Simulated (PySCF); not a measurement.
Isomers of C3H11PSi2.

All values: CAM-B3LYP/def2-SVPD (PySCF) at PBE0-D3(BJ)/def2-SVP geometries, gas phase, one conformer each. Core orbitals are frozen in the response; Δα² is half the sum of the squared differences of the principal polarisabilities.

Task: Rank by HOMO energy, highest first.
A. `[CH3:1][SiH2:2]/[CH:3]=[CH:4]/[SiH2:5][PH2:6]` with C1–Si2–C3–C4 121°, C3–C4–Si5–P6 9°, C4–Si5–P6–H 177° and 83°
B. `[CH3:1][Si@H:2]1[CH2:3][Si@@H:4]([PH2:5])[CH2:6]1` with C3–Si4–P5–H 180° and -85°, C1–Si2–C3–Si4 102°, Si2–C3–Si4–P5 -97°, C3–Si4–C6–Si2 -14°, C1–Si2–C6–Si4 -102°
C. `[CH2:1]=[C:2]([CH3:3])[SiH2:4][PH:5][SiH3:6]` with C1–C2–Si4–P5 118°, C2–Si4–P5–Si6 -58°
D. `[CH3:1][Si:2]1([PH2:3])[CH2:4][SiH2:5][CH2:6]1` with C1–Si2–P3–H 171° and 77°

Result: D (-8.22 eV), C (-8.41 eV), B (-8.57 eV), A (-8.75 eV).

Task: Rank by vertical ionisation energy (ΔSCF), highest first.
A. `[CH3:1][SiH2:2]/[CH:3]=[CH:4]\[SiH2:5][PH2:6]` with C1–Si2–C3–C4 -106°, C3–C4–Si5–P6 61°, C4–Si5–P6–H 165° and 71°
B. `[CH3:1][SiH2:2]/[CH:3]=[CH:4]/[SiH2:5][PH2:6]` with C1–Si2–C3–C4 121°, C3–C4–Si5–P6 9°, C4–Si5–P6–H 177° and 83°
C. `[CH3:1][Si:2]1([PH2:3])[CH2:4][SiH2:5][CH2:6]1` with C1–Si2–P3–H 171° and 77°
D. `[CH2:1]=[CH:2][CH2:3][SiH2:4][SiH2:5][PH2:6]` with C1–C2–C3–Si4 103°, C2–C3–Si4–Si5 -59°, C3–Si4–Si5–P6 -46°, Si4–Si5–P6–H -166° and -72°

Result: B (9.55 eV), A (9.33 eV), D (9.14 eV), C (8.88 eV).

Task: Rank by HOMO–LUMO gap, lowest first.
A. `[CH3:1][SiH2:2]/[CH:3]=[CH:4]\[SiH2:5][PH2:6]` with C1–Si2–C3–C4 -106°, C3–C4–Si5–P6 61°, C4–Si5–P6–H 165° and 71°
B. `[CH3:1][SiH2:2]/[CH:3]=[CH:4]/[SiH2:5][PH2:6]` with C1–Si2–C3–C4 121°, C3–C4–Si5–P6 9°, C4–Si5–P6–H 177° and 83°
C. `[CH3:1][Si@H:2]1[CH2:3][Si@@H:4]([PH2:5])[CH2:6]1` with C3–Si4–P5–H 180° and -85°, C1–Si2–C3–Si4 102°, Si2–C3–Si4–P5 -97°, C3–Si4–C6–Si2 -14°, C1–Si2–C6–Si4 -102°
D. `[CH2:1]=[CH:2][CH2:3][SiH2:4][SiH2:5][PH2:6]` with C1–C2–C3–Si4 103°, C2–C3–Si4–Si5 -59°, C3–Si4–Si5–P6 -46°, Si4–Si5–P6–H -166° and -72°

Result: A (8.57 eV), B (8.92 eV), D (9.20 eV), C (9.61 eV).

All values together:

| SMILES | μ (D) | HOMO (eV) | LUMO (eV) | α (Å³) | Δα (Å³) | ΔSCF removal energy (eV) |
| --- | --- | --- | --- | --- | --- | --- |
| C[C@@H]1[SiH2]C[Si@H]1P | 0.29 | -8.47 | 0.79 | 17.30 | 5.90 | 9.08 |
| C[SiH2]/C=C/[SiH2]P | 0.93 | -8.75 | 0.17 | 18.07 | 6.55 | 9.55 |
| C[Si@H]1C[Si@@H](P)C1 | 0.43 | -8.57 | 1.03 | 16.88 | 4.06 | 9.26 |
| C[Si]1(P)C[SiH2]C1 | 1.00 | -8.22 | 0.88 | 17.00 | 4.62 | 8.88 |
| C=C(C)[SiH2][SiH2]P | 0.50 | -8.64 | 0.54 | 18.26 | 3.40 | 9.25 |
| C[C@@H]1[SiH2]C[Si@@H]1P | 1.04 | -8.44 | 0.85 | 16.93 | 3.61 | 9.11 |
| C[Si@H]1C[Si@H](P)C1 | 1.32 | -8.48 | 1.01 | 17.10 | 6.46 | 9.13 |
| C[SiH2]/C=C\[SiH2]P | 0.89 | -8.62 | -0.06 | 17.68 | 4.99 | 9.33 |
| C=C(C)[SiH2]P[SiH3] | 0.85 | -8.41 | 0.58 | 17.86 | 3.22 | 9.05 |
| C=CC[SiH2][SiH2]P | 0.47 | -8.47 | 0.73 | 18.07 | 3.74 | 9.14 |

Conformers: `[CH3:1][C@@H:2]1[SiH2:3][CH2:4][Si@H:5]1[PH2:6]` with C4–Si5–P6–H -178° and -84°, C1–C2–Si3–C4 -144°, C2–Si3–C4–Si5 18°, Si3–C4–Si5–P6 -136°, C1–C2–Si5–C4 145°; `[CH3:1][SiH2:2]/[CH:3]=[CH:4]/[SiH2:5][PH2:6]` with C1–Si2–C3–C4 121°, C3–C4–Si5–P6 9°, C4–Si5–P6–H 177° and 83°; `[CH3:1][Si@H:2]1[CH2:3][Si@@H:4]([PH2:5])[CH2:6]1` with C3–Si4–P5–H 180° and -85°, C1–Si2–C3–Si4 102°, Si2–C3–Si4–P5 -97°, C3–Si4–C6–Si2 -14°, C1–Si2–C6–Si4 -102°; `[CH3:1][Si:2]1([PH2:3])[CH2:4][SiH2:5][CH2:6]1` with C1–Si2–P3–H 171° and 77°; `[CH2:1]=[C:2]([CH3:3])[SiH2:4][SiH2:5][PH2:6]` with C1–C2–Si4–Si5 106°, C2–Si4–Si5–P6 3°, Si4–Si5–P6–H -158° and -63°; `[CH3:1][C@@H:2]1[SiH2:3][CH2:4][Si@@H:5]1[PH2:6]` with C4–Si5–P6–H 57° and -37°, C1–C2–Si3–C4 -144°, C2–Si3–C4–Si5 17°, Si3–C4–Si5–P6 95°, C1–C2–Si5–C4 144°; `[CH3:1][Si@H:2]1[CH2:3][Si@H:4]([PH2:5])[CH2:6]1` with C3–Si4–P5–H 176° and 82°; `[CH3:1][SiH2:2]/[CH:3]=[CH:4]\[SiH2:5][PH2:6]` with C1–Si2–C3–C4 -106°, C3–C4–Si5–P6 61°, C4–Si5–P6–H 165° and 71°; `[CH2:1]=[C:2]([CH3:3])[SiH2:4][PH:5][SiH3:6]` with C1–C2–Si4–P5 118°, C2–Si4–P5–Si6 -58°; `[CH2:1]=[CH:2][CH2:3][SiH2:4][SiH2:5][PH2:6]` with C1–C2–C3–Si4 103°, C2–C3–Si4–Si5 -59°, C3–Si4–Si5–P6 -46°, Si4–Si5–P6–H -166° and -72°.

Task: By how much does the ΔSCF value exceed −ε(HOMO) over the species that have both?

Result: By 0.61 to 0.80 eV, 0.67 eV on average, over 10 species.
